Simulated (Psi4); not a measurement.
Method: SAPT0/jun-cc-pVDZ, frozen core (Psi4).

Psi4 input:

```
molecule {
0 1
Br 0.71241346 -0.00000000 0.00000000
H -0.71241346 0.00000000 -0.00000000
--
0 1
F -2.54434874 2.71815818 -0.41385744
B -2.83054178 2.25183659 0.78262762
F -3.01304850 0.96120841 0.95863433
F -2.93112230 3.07516214 1.80376698
units angstrom
symmetry c1
no_reorient
no_com
}
set basis jun-cc-pvdz
set scf_type df
set freeze_core true
energy('sapt0')
```

Part of the output:

```
    SAPT Results
  --------------------------------------------------------------------------------------------------------
    Electrostatics                 -0.41227703 [mEh]      -0.25870774 [kcal/mol]      -1.08243318 [kJ/mol]
      Elst10,r                     -0.41227703 [mEh]      -0.25870774 [kcal/mol]      -1.08243318 [kJ/mol]

    Exchange                        1.05438077 [mEh]       0.66163392 [kcal/mol]       2.76827634 [kJ/mol]
      Exch10                        1.05438077 [mEh]       0.66163392 [kcal/mol]       2.76827634 [kJ/mol]
      Exch10(S^2)                   1.05356583 [mEh]       0.66112254 [kcal/mol]       2.76613671 [kJ/mol]

    Induction                      -0.20817201 [mEh]      -0.13062991 [kcal/mol]      -0.54655555 [kJ/mol]
      Ind20,r                      -0.48200573 [mEh]      -0.30246316 [kcal/mol]      -1.26550586 [kJ/mol]
      Exch-Ind20,r                  0.32713851 [mEh]       0.20528252 [kcal/mol]       0.85890205 [kJ/mol]
      delta HF,r (2)               -0.05330480 [mEh]      -0.03344927 [kcal/mol]      -0.13995174 [kJ/mol]

    Dispersion                     -0.79971984 [mEh]      -0.50183178 [kcal/mol]      -2.09966416 [kJ/mol]
      Disp20                       -0.85627681 [mEh]      -0.53732181 [kcal/mol]      -2.24815446 [kJ/mol]
      Exch-Disp20                   0.05655697 [mEh]       0.03549003 [kcal/mol]       0.14849030 [kJ/mol]
      Disp20 (SS)                  -0.42813841 [mEh]      -0.26866091 [kcal/mol]      -1.12407723 [kJ/mol]
      Disp20 (OS)                  -0.42813841 [mEh]      -0.26866091 [kcal/mol]      -1.12407723 [kJ/mol]
      Exch-Disp20 (SS)              0.03170756 [mEh]       0.01989679 [kcal/mol]       0.08324819 [kJ/mol]
      Exch-Disp20 (OS)              0.02484941 [mEh]       0.01559324 [kcal/mol]       0.06524211 [kJ/mol]

  Total HF                          0.43393173 [mEh]       0.27229627 [kcal/mol]       1.13928761 [kJ/mol]
  Total SAPT0                      -0.36578811 [mEh]      -0.22953550 [kcal/mol]      -0.96037655 [kJ/mol]
```
